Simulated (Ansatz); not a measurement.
C$_{3}$H$_{10}$AlN. Total charge 0; spin multiplicity 1. The bonds changed during the relaxation, so this is another structure than the one it started from.

Z-matrix (Å, degrees):
```
C
C 1 1.524
H 1 1.094 2 111.8
H 1 1.093 2 111.6 3 -120.0
H 1 1.094 2 110.8 3 119.7
C 2 1.507 1 114.7 3 -59.3
H 2 1.094 1 109.6 3 179.7
H 2 1.098 1 109.9 3 64.6
Al 6 1.957 2 128.3 1 147.3
N 6 1.529 2 112.9 1 67.1
H 6 1.091 2 111.6 1 -54.2
H 9 1.589 6 118.7 2 163.6
H 9 1.591 6 117.7 2 -12.6
H 10 1.012 6 112.6 2 10.9
H 10 1.011 6 115.0 2 -114.9
```

Give the diagnostics of a CCSD(T)/def2-TZVPP run (frozen core, Ansatz). (Estimate.)

Computed: T1 = 0.0097, largest single amplitude 0.014, largest double 0.013, (T) share of the correlation energy 3.7 %, 9 CCSD cycles. The RHF solution is stable towards an unrestricted one. T1 lies under the customary mark of 0.02 for closed shells.
